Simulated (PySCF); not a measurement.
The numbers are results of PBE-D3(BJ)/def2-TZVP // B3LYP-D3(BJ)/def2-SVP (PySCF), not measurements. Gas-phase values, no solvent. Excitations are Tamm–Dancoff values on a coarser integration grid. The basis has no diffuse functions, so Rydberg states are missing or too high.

Reference species (SMILES): `C(#N)c1ccc2cccc-2cc1` (neutral, multiplicity 1).

```json
{
  "S1 excitation (TDA)": "2.16 eV",
  "dipole_moment": "4.24 D",
  "LUMO": "-3.66 eV",
  "HOMO": "-5.49 eV"
}
```

Changed species: `N#Cc1cc2cccccc-2c1`.

Question: What does the change do to the S1 excitation (TDA), dipole moment, LUMO and HOMO?

Answer: the S1 excitation (TDA) goes up by 0.11 eV, to 2.27 eV; the dipole moment goes up by 2.06 D, to 6.30 D; the LUMO rises by 0.08 eV, to -3.58 eV; the HOMO drops by 0.06 eV, to -5.55 eV.
